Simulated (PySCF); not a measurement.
Constitutional and geometric isomers with formula C2H5B. All species are isolated molecules in the gas phase. One relaxed conformer stands for each flexible species; it need not be the lowest. Strings in code marks are SMILES.

All values below come from PBE0-D4/def2-TZVP (PySCF). Delta-SCF ions had no search for a lower state. Excitations are Tamm–Dancoff values on a coarser integration grid. The basis has no diffuse functions, so Rydberg states are missing or too high.

```csv
species,HOMO–LUMO gap (eV),vertical ionisation energy (Delta-SCF) (eV),T1 excitation (TDA) (eV),HOMO (eV),S1 excitation (TDA) (eV)
`B1CC1`,6.12,?,3.44,-7.39,4.17
`C/C=B/[H]`,?,8.59,2.47,-6.27,2.97
`BC=C`,?,10.88,3.56,-8.51,5.30
```

Question: Complete the blanks.

Answer: 
- `B1CC1`, vertical ionisation energy (Delta-SCF) (eV): 9.85
- `C/C=B/[H]`, HOMO–LUMO gap (eV): 4.93
- `BC=C`, HOMO–LUMO gap (eV): 6.42
